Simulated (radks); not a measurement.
Excited configurations of Sb II: one electron is placed in a higher orbital outside [Kr] 4d10 5s2 5p1. The ground configuration is [Kr] 4d10 5s2 5p2. All-electron calculation, scalar-relativistic Kohn-Sham, PBEsol, spin-polarised, spherical densities, finite nucleus; open shells are filled with parallel spins first (spin-orbit coupling, left out, can overturn this in heavy ions); Fermi nuclear charge, rms radius 4.6802 fm. Program: a radial shooting solver on a logarithmic mesh with Libxc functionals. Excitation = E - E(ground); binding = E(ion) - E, where the ion is the core of charge +2; n* = 2/sqrt(2 binding) in atomic units, and the quantum defect is n - n*.

outer orbital  excitation (eV)  binding (eV)     n*  quantum defect  eigenvalue (eV)  <r> (bohr)
5d                       9.216         7.350  2.721           2.279           -5.063       4.327
6p                      10.227         6.339  2.930           3.070           -4.982       6.342
6d                      12.509         4.057  3.663           2.337           -3.128       9.211
7s                      12.123         4.443  3.500           3.500           -3.557       9.683
7d                      13.981         2.585  4.588           2.412           -2.055       15.28

Estimate the row for 6f.

Answer. excitation (eV) 14.703; binding (eV) 1.863; n* 5.405; quantum defect 0.595; eigenvalue (eV) -1.451; <r> (bohr) 20.14. The Delta-SCF ionisation energy is 16.566 eV (NIST Atomic Spectra Database: 16.63 eV, measured). Self-interaction in the functional shifts the binding energies and quantum defects, so they are the method's values and not measured ones. Open shells are spherical and high-spin; term and fine-structure splittings are not resolved. Spin-orbit splitting is averaged out at the scalar-relativistic level.
